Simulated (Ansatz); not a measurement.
CH$_{4}$ClFGeO$_{2}$ (`C[O][Ge]([OH])([F])[Cl]`). The species carries charge 0 and has multiplicity 1. The geometry is a stationary point of PBE0-D4/def2-TZVP. It is one conformer, not always the lowest.

```xyz
10

C     1.006    0.136    1.310
O    -0.131    0.548    0.565
Ge   -0.575   -0.270   -0.907
O    -1.950    0.540   -1.598
F     0.764   -0.208   -1.987
Cl   -1.004   -2.321   -0.641
H     0.903   -0.896    1.659
H     1.924    0.226    0.722
H     1.076    0.793    2.177
H    -2.012    1.453   -1.300
```

What is the dipole moment at r2SCAN/def2-TZVPP? (Estimate.)

Computed: 2.35 D, with components (0.42, 1.28, 1.92) D in this frame, pointing from negative to positive charge.

And with PBE, B3LYP, ωB97M-V? (Estimate.)

The calculation gave: PBE 2.28 D, B3LYP 2.35 D, ωB97M-V 2.33 D.

Give the Mulliken charges with r2SCAN, B3LYP, ωB97M-V in def2-TZVPP. (Best estimate.)

The calculation gave: 
```csv
atom,r2SCAN,B3LYP,ωB97M-V
C1,0.00,-0.14,-0.19
O2,-0.40,-0.40,-0.39
Ge3,1.00,0.99,0.96
O4,-0.40,-0.38,-0.38
F5,-0.35,-0.36,-0.35
Cl6,-0.27,-0.26,-0.23
H7,0.07,0.11,0.12
H8,0.08,0.12,0.13
H9,0.07,0.12,0.13
H10,0.21,0.20,0.19
```

B3LYP here is the variant with VWN-RPA as its local correlation; programs differ in this.
